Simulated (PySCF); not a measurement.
# Reading the logs of faulty runs: BClGeH3O cation

These are calculations, not measurements. They come from PySCF 2.14.0, an open-source quantum chemistry program, on an isolated molecule that a program drew, which may never have been made. The molecule is BClGeH3O cation (charge +1, singlet), drawn as the SMILES string `[BH2][Ge+]([OH])[Cl]`.

Each row is a Hartree-Fock (HF) and frozen-core CCSD(T) single point in the cc-pV(D+d)Z basis, meant for a local HF minimum. Run 1 is clean. Each other run has one planted mistake out of seven kinds, and not every kind appears here: one electron removed, one electron added, multiplicity raised by two, geometry at a saddle point, minimal basis STO-3G, one bond length entered in bohr, all coordinates scaled. The reference is restricted for singlets and unrestricted otherwise, and also for a bond in bohr. Adding or removing an electron swaps singlet and doublet. Electrons count all cores. HOMO and LUMO are orbital energies over both spins, the gradient is its largest component, and the lowest frequency (negative if imaginary) is given only where the gradient is small. Bond lengths are over the 6 bonds as drawn. T1 is the CCSD diagnostic: over 0.02 (restricted) or 0.045 (unrestricted) a single reference is doubtful. Germanium has the cc-pVDZ-PP basis, with a core potential (ECP10MDF) in place of its 10 inner electrons, and its 3s, 3p and 3d shells are frozen in CCSD(T).

Geometry of the clean run:
```xyz
7
BClGeH3O cation, angstrom
B     0.0650   -1.2073    0.3113
Ge   -0.7293    0.2456    1.6198
O    -2.4182    0.4043    1.7455
Cl    0.3585    1.5483    2.8129
H     0.2598   -0.8419   -0.7985
H     0.2555   -2.2741    0.7893
H    -2.8353    1.0418    2.3200
```

| run | electrons | basis functions | <S^2> | HOMO (eV) | LUMO (eV) | gradient (hartree/bohr) | lowest frequency (cm^-1) | mean bond (Å) | longest bond (Å) | T1 | HF (hartree) | CCSD(T) (hartree) | mistake |
|---|---|---|---|---|---|---|---|---|---|---|---|---|---|
| 1 | 64 | 89 | 0.000 | -17.91 | -4.74 | 1.2e-05 | 126 | 1.5348 | 2.110 | 0.0166 | -853.94285 | -854.47016 | no fault |
| 2 | 65 | 89 | 0.778 | -6.10 | 0.61 | 5.5e-02 | - | 1.5348 | 2.110 | 0.0150 | -854.13831 | -854.66911 | one electron added |
| 3 | 63 | 89 | 0.762 | -23.98 | -14.92 | 6.0e-02 | - | 1.5348 | 2.110 | 0.0432 | -853.33598 | -853.84572 | one electron removed |
| 4 | 64 | 89 | 2.022 | -13.64 | -9.36 | 3.0e-02 | - | 1.5348 | 2.110 | 0.0233 | -853.77059 | -854.30382 | multiplicity raised by two |
| 5 | 64 | 89 | 0.703 | -16.15 | -5.10 | 2.1e-02 | - | 1.7105 | 2.238 | 0.0595 | -853.81658 | -854.34431 | ? |
| 6 | 64 | 89 | 0.000 | -17.81 | -4.79 | 1.3e-02 | - | 1.5640 | 2.150 | 0.0176 | -853.94041 | -854.47119 | ? |

**Which mistake was planted in run 5, and what did it cost?**

The mean bond changes by a factor of 1.114 and the longest by 1.061, so the molecule wasn't scaled as a whole. A length L in bohr read as angstrom grows by (1/0.5292 - 1) L = 0.890 L. The 6 bonds together grew by 6 x 0.1757 = 1.054 Å, which gives L = 1.185 Å. That is the length of one of the B-H bonds, 1.184 Å in the clean geometry. So the mistake is: one bond length entered in bohr. Subtracting run 1 and multiplying by 627.51 kcal/mol a hartree, the energy moved by 79.2 kcal/mol in HF and 79.0 kcal/mol in CCSD(T).

**Which mistake was planted in run 6, and what did it cost?**

The mean and the longest bond both change by the same factor, 1.019, and the gradient is no longer small. So the mistake is: all coordinates scaled. Subtracting run 1 and multiplying by 627.51 kcal/mol a hartree, the energy moved by 1.5 kcal/mol in HF and -0.6 kcal/mol in CCSD(T).

Cautions from the logs. Run 5: T1 is over the limit, so its CCSD(T) energy is less reliable.
